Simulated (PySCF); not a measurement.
Cl5Nb, charge -1, doublet, at a GFN2-xTB geometry (such geometries of metal compounds can be far from the true shape) (the multiplicity is a formal guess) (core potentials on Nb) (in this run its highest filled SCF level lies above zero, so its values depend strongly on the basis, on diffuse functions most of all); DF-SVWN5/def2-SVP in PySCF.

Here is a job for PySCF.
```python
from pyscf import gto, scf, dft

mol = gto.Mole()
mol.atom = '''
    Nb   -0.08605415    0.01826542    0.05623721
    Cl    1.86039851   -0.39487872   -1.21578815
    Cl    0.97858169   -1.02629909    2.00042968
    Cl   -1.12922243    1.05827333   -1.90198452
    Cl   -1.53365921   -1.72671987   -0.09399808
    Cl    0.03144382    2.04557246    1.07571015
'''
mol.basis = 'def2-svp'
mol.ecp = {'Nb': 'def2-svp'}
mol.charge = -1
mol.spin = 1
mol.verbose = 4
mol.build()

mf = dft.UKS(mol)
mf.xc = 'lda,vwn'
mf.conv_tol = 1e-7
mf = mf.density_fit(auxbasis='def2-universal-jkfit')
mf.kernel()
```

Output, abridged:

```
PySCF version 2.14.0

[INPUT] verbose = 4
[INPUT] num. atoms = 6
[INPUT] num. electrons = 99
[INPUT] charge = -1
[INPUT] spin (= nelec alpha-beta = 2S) = 1
[INPUT] symmetry False subgroup None
[INPUT] Mole.unit = angstrom
[INPUT] Symbol           X                Y                Z      unit          X                Y                Z       unit  Magmom
[INPUT]  1 Nb    -0.086054150000   0.018265420000   0.056237210000 AA   -0.162618775382   0.034516641350   0.106272924910 Bohr   0.0
[INPUT]  2 Cl     1.860398510000  -0.394878720000  -1.215788150000 AA    3.515643666449  -0.746212633219  -2.297506628992 Bohr   0.0
[INPUT]  3 Cl     0.978581690000  -1.026299090000   2.000429680000 AA    1.849251384614  -1.939424201990   3.780264226651 Bohr   0.0
[INPUT]  4 Cl    -1.129222430000   1.058273330000  -1.901984520000 AA   -2.133921126416   1.999846758631  -3.594229835962 Bohr   0.0
[INPUT]  5 Cl    -1.533659210000  -1.726719870000  -0.093998080000 AA   -2.898195875317  -3.263027648145  -0.177630627435 Bohr   0.0
[INPUT]  6 Cl     0.031443820000   2.045572460000   1.075710150000 AA    0.059420208110   3.865571717353   2.032797572915 Bohr   0.0

nuclear repulsion = 668.29052753779
number of shells = 51
number of NR pGTOs = 237
number of NR cGTOs = 121
basis = def2-svp
ecp = {'Nb': 'def2-svp'}

******** <class 'pyscf.df.df_jk.DFUKS'> ********
method = DFUKS
initial guess = minao
damping factor = 0
level_shift factor = 0
DIIS = <class 'pyscf.scf.diis.CDIIS'>
diis_start_cycle = 1
diis_space = 8
diis_damp = 0
SCF conv_tol = 1e-07
SCF conv_tol_grad = None
SCF max_cycles = 50
direct_scf = False
number electrons alpha = 50  beta = 49
XC library pyscf.dft.libxc version 7.1.2
    S. Lehtola, C. Steigemann, M. J. T. Oliveira, and M. A. L. Marques,  SoftwareX 7, 1–5 (2018)
XC functionals = lda,vwn
    P. A. M. Dirac,  Math. Proc. Cambridge Philos. Soc. 26, 376 (1930)
    F. Bloch,  Z. Phys. 57, 545 (1929)
    S. H. Vosko, L. Wilk, and M. Nusair,  Can. J. Phys. 58, 1200 (1980)
radial grids:
    Treutler-Ahlrichs [JCP 102, 346 (1995); DOI:10.1063/1.469408] (M4) radial grids

becke partition: Becke, JCP 88, 2547 (1988); DOI:10.1063/1.454033
pruning grids: <function nwchem_prune>
grids dens level: 3
symmetrized grids: False
atomic radii adjust function: <function treutler_atomic_radii_adjust>
small_rho_cutoff = 0
Set gradient conv threshold to 0.000316228
tot grids = 116840
init E= -2343.32988996945

cycle= 1 E= -2343.27399505444  delta_E= 0.0559  |g|= 3.28  |ddm|= 3.99
cycle= 2 E= -2312.81277576985  delta_E= 30.5  |g|= 5.45  |ddm|= 15.5
cycle= 3 E= -2349.83774417451  delta_E=  -37  |g|= 0.672  |ddm|=   15
cycle= 4 E= -2349.38004139462  delta_E= 0.458  |g|= 1.18  |ddm|= 2.28
cycle= 5 E= -2349.99963122738  delta_E= -0.62  |g|= 0.496  |ddm|= 1.76
cycle= 6 E= -2350.05247585793  delta_E= -0.0528  |g|= 0.341  |ddm|= 1.56
cycle= 7 E= -2350.12038878031  delta_E= -0.0679  |g|= 0.142  |ddm|= 1.52
cycle= 8 E= -2350.12942824023  delta_E= -0.00904  |g|= 0.0745  |ddm|= 0.181
cycle= 9 E= -2350.13211887806  delta_E= -0.00269  |g|= 0.0289  |ddm|= 0.0935
cycle= 10 E= -2350.1326498746  delta_E= -0.000531  |g|= 0.00972  |ddm|= 0.0416
cycle= 11 E= -2350.13269883474  delta_E= -4.9e-05  |g|= 0.00317  |ddm|= 0.0116
cycle= 12 E= -2350.13270325647  delta_E= -4.42e-06  |g|= 0.00143  |ddm|= 0.0128
cycle= 13 E= -2350.13270236115  delta_E= 8.95e-07  |g|= 0.00156  |ddm|= 0.0242
cycle= 14 E= -2350.13270429928  delta_E= -1.94e-06  |g|= 0.000715  |ddm|= 0.0207
cycle= 15 E= -2350.13270469634  delta_E= -3.97e-07  |g|= 6.09e-05  |ddm|= 0.00534
cycle= 16 E= -2350.13270469857  delta_E= -2.23e-09  |g|= 1.95e-05  |ddm|= 0.000138
Extra cycle  E= -2350.13270469813  delta_E= 4.33e-10  |g|= 3.09e-05  |ddm|= 0.000182
converged SCF energy = -2350.13270469813  <S^2> = 0.75289312  2S+1 = 2.002891
```
